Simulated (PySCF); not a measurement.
C4H7BN2, SMILES C1B(C)C=NCN=1.

Geometry optimised at PBE0-D3(BJ)/def2-SVP. This is a generated structure with no PubChem entry under its InChIKey; it may be hypothetical. Other conformers were not sampled.

Calculation: PBE/def2-TZVP run with PySCF.

Symmetry labels are those of the subgroup Cs that the program uses (full group Cs).

List the valence orbital energies around the gap with their symmetry. (Estimate from the structure and the level; the computed values follow.)


| orbital | symmetry | energy (eV) |
|---|---|---|
| HOMO−7 | A" | -9.84 |
| HOMO−6 | A' | -9.56 |
| HOMO−5 | A" | -9.03 |
| HOMO−4 | A' | -8.93 |
| HOMO−3 | A" | -8.21 |
| HOMO−2 | A' | -7.72 |
| HOMO−1 | A' | -6.66 |
| HOMO | A" | -5.11 |
| LUMO | A' | -3.34 |
| LUMO+1 | A" | -1.78 |
| LUMO+2 | A' | 0.23 |
| LUMO+3 | A' | 0.84 |
